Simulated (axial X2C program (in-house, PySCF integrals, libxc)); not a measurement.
**Nuclear properties of CrP⁺**

Computed with an in-house all-electron X2C program for linear molecules (integrals from PySCF): two-component X2C with atomic mean-field Coulomb and Gaunt terms, Gaussian nuclei, basis Cr dyall-cv3z, P dyall-v3z with contracted cores.

R = 2.272 Å (near the PBE0 minimum at charge 1 of the determinant lowest at the starting distance; the state shown can have its own minimum elsewhere).

Determinant lowest in the PBE0 search, Ω = 1 (⟨Sz⟩ = 1.00, ⟨Lz⟩ = 0.00 at PBE0), spin on the atoms Cr 2.16, P -1.16:

| level | Eeff magnitude (GV/cm) | Ws magnitude Cr (kHz) | Ws magnitude P (kHz) | A∥/gI Cr (MHz) | qzz Cr (a.u.) | A∥/gI P (MHz) | qzz P (a.u.) |
| --- | --- | --- | --- | --- | --- | --- | --- |
| PBE0 | 0.341 | 0.114 | 0.0222 | -436 | 0.07 | 74.6 | -0.55 |
| HF | 0.433 | 0.118 | 0.0534 | -580 | -0.32 | -42.8 | -0.16 |
| LDA | 0.287 | 0.0987 | 0.0204 | -338 | 0.04 | 29.9 | -0.65 |
| BP86 | 0.261 | 0.092 | 0.0168 | -338 | 0.11 | 57.3 | -0.70 |
| TPSSh | 0.286 | 0.0949 | 0.021 | -418 | 0.13 | 24.5 | -0.62 |

Eeff is the effective electric field on the electron electric dipole moment in this Ω state and Ws the scalar–pseudoscalar constant of the nucleus named (defined with the proton number Z and per Ω); A∥ (defined per Ω) follows by multiplying with gI = μI/(I μN); qzz is the electric field gradient, eQq0 = 234.96 MHz × Q/barn × qzz. The operators were transformed with the bare-nucleus X2C matrices; with these basis sets, hyperfine constants and field gradients can be off by tens of per cent, and where levels differ in sign neither size nor sign is settled.

Question: With gI(53Cr) = -0.3164 (g factors from the IAEA table of nuclear moments by Stone), turn the PBE0 values of the first state into constants in MHz.

Answer: A∥(53Cr) = -436 × -0.3164 = 138 MHz.

Each state is one determinant with collinear spin, which with several unpaired electrons need not be a pure state. Unrestricted Hartree–Fock can overshoot spin polarisation at the nuclei. With several open shells hyperfine constants can be off by a factor of several. In the state Ω = 1 the atomic spins oppose each other (2.16, -1.16): a broken-symmetry determinant whose values are not spin-projected. Open-shell Ω = 0 determinants with evenly filled partner blocks cannot be reached by this program, so the Ω shown need not be the lowest component. The search compared states at one distance, so a state with another bond length can lie lower. Further determinants of the search, some of them spin-mixed, are not shown. Where a field gradient or hyperfine factor spreads by more than a factor of two over the levels, a constant derived from it is not to be relied on.
